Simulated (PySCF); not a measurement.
A structure optimised at PBE-D3(BJ)/def2-SVP, used in a PySCF frequency run:

```
C
H 1 1.1108
H 1 1.1108 2 108.05
C 1 1.5247 2 113.16 3 -126.12
H 4 1.1084 1 110.53 2 -177.62
H 4 1.1084 5 107.24 1 -120.56
H 4 1.1106 5 108.39 6 -116.82
Bi 1 2.2966 2 106.67 3 114.37
F 8 2.0635 1 91.08 2 74.18
F 8 2.0635 9 96.31 6 -71.38
```

Write its SMILES, formula and point group.

C[CH2][Bi]([F])[F], C2H5BiF2, Cs

What are its rotational constants (standard atomic weights)?

3.0369, 1.9014, 1.7706 GHz
